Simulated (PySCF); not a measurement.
F3Sc, SMILES [F][Sc]([F])[F] (connectivity only; charge and spin as stated), charge +1, multiplicity 2. Atoms are numbered in the order given.

```xyz
4

Sc    -0.2832    -0.4530     0.0000
F      1.1940     0.2612    -1.0095
F     -1.7272     0.5345     0.0000
F      1.1940     0.2612     1.0095
```
Charge +1, spin multiplicity 2.

Coordinates come from a B3LYP-D3(BJ)/def2-SVP optimisation. The spin state was assumed, not searched. The isomer is the one that the SMILES or the coordinates give; other isomers of the formula were not compared.

The numbers are results of M06-2X/def2-TZVPD (PySCF), not measurements.

Mulliken values depend strongly on the basis, most of all with diffuse functions as here. ESP charges are fitted to the potential on shells at 1.4 to 2.0 van der Waals radii. Atomic charges (e):

```csv
atom,ESP fit,Mulliken,Mulliken spin
Sc1,(withheld),2.09,-0.05
F2,(withheld),-0.29,0.52
F3,(withheld),-0.50,0.00
F4,(withheld),-0.29,0.52
```

Question: Complete the blanks. (The exact figures need the calculation; the answer reports its results.)

Answer: 
- Sc1, ESP fit: 1.91
- F2, ESP fit: -0.22
- F3, ESP fit: -0.46
- F4, ESP fit: -0.22
